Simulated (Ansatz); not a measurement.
BH4SO2F, singlet: a trajectory.

The input file, in.yaml:

```yaml
crystal:
  periodic: [false, false, false]
  atoms:
    - {symbol: B, position_ang: [-0.100492, -0.563790, 0.441116]}
    - {symbol: F, position_ang: [-0.540341, 2.105709, -1.385240]}
    - {symbol: O, position_ang: [-1.249401, 0.135980, 0.570294]}
    - {symbol: O, position_ang: [0.380465, -1.324872, 1.452594]}
    - {symbol: H, position_ang: [0.203622, 1.532866, -1.441834]}
    - {symbol: S, position_ang: [0.846007, -0.540451, -1.149490]}
    - {symbol: H, position_ang: [-1.404433, 0.796278, -0.116738]}
    - {symbol: H, position_ang: [-0.160652, -1.249408, 2.245036]}
    - {symbol: H, position_ang: [2.025226, -0.892413, -0.615837]}
basis:
  gaussian: {orbitals: def2-SVP}
hamiltonian: {xc: pbe0, dispersion: d4}
md: {n_steps: 25, timestep: 0.25, temperature: 20000, ensemble: nvt_langevin, seed: 907, friction: 0.002, initial_velocities: maxwell_boltzmann}
```

Launched with

```bash
ansatz run in.yaml --threads 4 --pin off --events-out ev --progress --plain --max-ram 9574MiB
```

The run's output (Ansatz 0.2.0):

```
Functional definition: PBE0
  name "PBE0"
  cite "Adamo & Barone, J. Chem. Phys. 110, 6158 (1999) doi:10.1063/1.478522"
  cite "Perdew, Burke & Ernzerhof, Phys. Rev. Lett. 77, 3865 (1996) doi:10.1103/PhysRevLett.77.3865"
  parent pbe
  parameter a = 0.25
  parameter kappa = 0.804
  parameter beta = 0.06672455060314922
  exchange = (1 - a)*pbe_x(kappa = kappa, mu = beta*pi^2/3) + a*exact_x
  correlation = pbe_c(beta = beta)
980 factors; integrals over basis functions are off by at most 4.0e-4 eV
mean field evaluation 1: about -18364.4065 eV, gradient 6.2e1 eV
mean field evaluation 2: about -18358.6048 eV, gradient 8.5e1 eV
mean field evaluation 4: about -18370.8984 eV, gradient 1.8e0 eV
mean field evaluation 8: about -18370.9550 eV, gradient 1.3e-1 eV
mean field evaluation 16: about -18370.9550 eV, gradient 4.6e-5 eV
mean field -18370.95499052 eV, -675.1201436209 hartree, gradient 4.6e-5 eV, S^2 0.000000; 0 other end points of the search recorded, 0 dependent functions left out
the calculation of the forces begins
reference -18370.95501237 eV, -675.1201444240 hartree; 25, 25 occupied and 69, 69 virtual orbitals, 980 factors
md step     0: t =     0.00 fs  T = 17777.8 K  F+E_penalty+E_count = -18371.08877876 eV  E_kin = 20.681600 eV  (27 SCF iters)
md step     1: t =     0.25 fs  T = 17521.7 K  F+E_penalty+E_count = -18371.02832169 eV  E_kin = 20.383736 eV  (29 SCF iters, 3 dispersion substeps)
md step     2: t =     0.50 fs  T = 17582.9 K  F+E_penalty+E_count = -18370.84818914 eV  E_kin = 20.454835 eV  (29 SCF iters, 3 dispersion substeps)
md step     3: t =     0.75 fs  T = 17257.4 K  F+E_penalty+E_count = -18370.56505541 eV  E_kin = 20.076269 eV  (29 SCF iters, 3 dispersion substeps)
md step     4: t =     1.00 fs  T = 16924.0 K  F+E_penalty+E_count = -18370.20380638 eV  E_kin = 19.688356 eV  (29 SCF iters, 3 dispersion substeps)
md step     5: t =     1.25 fs  T = 17108.7 K  F+E_penalty+E_count = -18369.77866782 eV  E_kin = 19.903233 eV  (30 SCF iters, 3 dispersion substeps)
md step     6: t =     1.50 fs  T = 17136.3 K  F+E_penalty+E_count = -18369.30087124 eV  E_kin = 19.935287 eV  (31 SCF iters, 3 dispersion substeps)
md step     7: t =     1.75 fs  T = 16616.4 K  F+E_penalty+E_count = -18368.78343872 eV  E_kin = 19.330544 eV  (31 SCF iters, 3 dispersion substeps)
md step     8: t =     2.00 fs  T = 16281.5 K  F+E_penalty+E_count = -18368.24045906 eV  E_kin = 18.940924 eV  (31 SCF iters, 3 dispersion substeps)
md step     9: t =     2.25 fs  T = 15544.9 K  F+E_penalty+E_count = -18367.68935117 eV  E_kin = 18.084048 eV  (31 SCF iters, 3 dispersion substeps)
md step    10: t =     2.50 fs  T = 15159.1 K  F+E_penalty+E_count = -18367.13493047 eV  E_kin = 17.635182 eV  (31 SCF iters, 3 dispersion substeps)
md step    11: t =     2.75 fs  T = 14721.8 K  F+E_penalty+E_count = -18366.57784093 eV  E_kin = 17.126491 eV  (32 SCF iters, 3 dispersion substeps)
md step    12: t =     3.00 fs  T = 13973.4 K  F+E_penalty+E_count = -18366.02970769 eV  E_kin = 16.255834 eV  (32 SCF iters, 3 dispersion substeps)
md step    13: t =     3.25 fs  T = 13593.6 K  F+E_penalty+E_count = -18365.49884858 eV  E_kin = 15.813968 eV  (33 SCF iters, 3 dispersion substeps)
md step    14: t =     3.50 fs  T = 13335.9 K  F+E_penalty+E_count = -18364.98818180 eV  E_kin = 15.514153 eV  (33 SCF iters, 3 dispersion substeps)
md step    15: t =     3.75 fs  T = 13105.9 K  F+E_penalty+E_count = -18364.51267776 eV  E_kin = 15.246666 eV  (33 SCF iters, 3 dispersion substeps)
md step    16: t =     4.00 fs  T = 12843.4 K  F+E_penalty+E_count = -18364.07443385 eV  E_kin = 14.941245 eV  (33 SCF iters, 3 dispersion substeps)
md step    17: t =     4.25 fs  T = 12619.2 K  F+E_penalty+E_count = -18363.66454831 eV  E_kin = 14.680463 eV  (31 SCF iters, 3 dispersion substeps)
md step    18: t =     4.50 fs  T = 12198.7 K  F+E_penalty+E_count = -18363.29166589 eV  E_kin = 14.191275 eV  (34 SCF iters, 3 dispersion substeps)
md step    19: t =     4.75 fs  T = 12172.4 K  F+E_penalty+E_count = -18362.96468332 eV  E_kin = 14.160620 eV  (34 SCF iters, 3 dispersion substeps)
md step    20: t =     5.00 fs  T = 11819.3 K  F+E_penalty+E_count = -18362.68996377 eV  E_kin = 13.749884 eV  (34 SCF iters, 3 dispersion substeps)
md step    21: t =     5.25 fs  T = 11642.5 K  F+E_penalty+E_count = -18362.46514537 eV  E_kin = 13.544184 eV  (34 SCF iters, 3 dispersion substeps)
md step    22: t =     5.50 fs  T = 11666.3 K  F+E_penalty+E_count = -18362.27752676 eV  E_kin = 13.571911 eV  (36 SCF iters, 3 dispersion substeps)
md step    23: t =     5.75 fs  T = 11443.7 K  F+E_penalty+E_count = -18362.12551935 eV  E_kin = 13.312942 eV  (35 SCF iters, 3 dispersion substeps)
md step    24: t =     6.00 fs  T = 10962.1 K  F+E_penalty+E_count = -18362.01223538 eV  E_kin = 12.752654 eV  (35 SCF iters, 3 dispersion substeps)
md step    25: t =     6.25 fs  T = 11115.2 K  F+E_penalty+E_count = -18361.94337237 eV  E_kin = 12.930798 eV  (33 SCF iters, 3 dispersion substeps)
Total energy: -18361.94339610 eV, -674.7889736344 hartree
Atom 0 at    -0.386238    -0.690015     0.577215 Å, force     6.472316    -3.945569    -2.568664 eV/Å
Atom 1 at    -0.439946     2.440872    -1.209561 Å, force    -0.306394    -3.125060     0.278938 eV/Å
Atom 2 at    -1.373411    -0.019332     0.430859 Å, force    -8.018394     7.652431     0.303734 eV/Å
Atom 3 at     0.552227    -1.466428     1.135668 Å, force    -1.836316     2.634316     6.876480 eV/Å
Atom 4 at    -0.139020     0.814075    -1.434674 Å, force     1.385743     1.567856    -0.216012 eV/Å
Atom 5 at     0.833137    -0.514580    -1.041491 Å, force     1.160796     1.388137    -4.497057 eV/Å
Atom 6 at    -1.951276     1.060593     0.387463 Å, force     3.411864    -4.446193    -0.391258 eV/Å
Atom 7 at     0.548560    -0.755367     1.985989 Å, force     0.895313    -3.238887    -1.737328 eV/Å
Atom 8 at     2.136089    -1.202534    -1.909046 Å, force    -3.164928     1.512969     1.951167 eV/Å
Dipole moment:    -0.192099    -0.849280     0.891742 e Å

[the SCF lines of later steps are left out]
```

The lines “mean field evaluation” count trial sets of orbitals through the whole run, from several starts and some on an approximate energy, so they need not fall steadily or lie above the final value.

The run took about 38 s on 4 CPU threads of an Intel Xeon Platinum 8259CL (shared host).


The run ended normally. The set temperature is far above any at which the molecule holds together: the atoms start with that much kinetic energy, which flows into stretching the bonds.